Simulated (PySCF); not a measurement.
## Levels along the 11-electron series

One electron added to the closed shell [Ne]: EOM-EA-CCSD calculated with PySCF 2.14, two-component X2C-1e with screened spin-orbit coupling, each ion in its own even-tempered basis, 1s2 frozen, the virtual space cut to natural spinors and corrected at second order; no Breit or QED terms. Binding energy of 3s1/2 and energies of the other levels above it, in eV.

```csv
ion,3s1/2 binding,3p1/2 − 3s1/2,3p3/2 − 3s1/2,3d3/2 − 3s1/2,3d5/2 − 3s1/2,NIST ionisation energy
Sc(10+),249.71,23.689,24.554,57.257,57.338,249.80 (s)
Ti(11+),291.37,25.805,26.921,62.553,62.670,291.50 (s)
V(12+),336.14,27.916,29.334,67.874,68.036,336.27 (s)
Cr(13+),384.03,30.040,31.814,73.248,73.466,384.16 (s)
Mn(14+),435.04,32.163,34.357,78.667,78.955,435.17 (s)
Fe(15+),489.18,34.301,36.985,84.164,84.535,489.31 (s)
Co(16+),546.47,36.437,39.687,89.738,90.210,546.59 (s)
Ni(17+),606.90,38.599,42.498,95.381,95.972,607.02 (s)
Cu(18+),670.44,40.688,45.332,101.10,101.83,670.61 (s)
Zn(19+),737.32,42.974,48.462,107.08,107.97,737.37 (s)
```

Each ion has its own basis, which adds noise of up to about 0.1 % of the binding energies along the series.

The 3p interval goes from 0.8650 to 5.487 eV, as Z to the power 5.18; a hydrogen-like ion gives 4, and the power is higher where the screened charge Z − σ still grows faster than Z or where Zα is large.

NIST values marked (s) are semi-empirical, (t) theoretical.
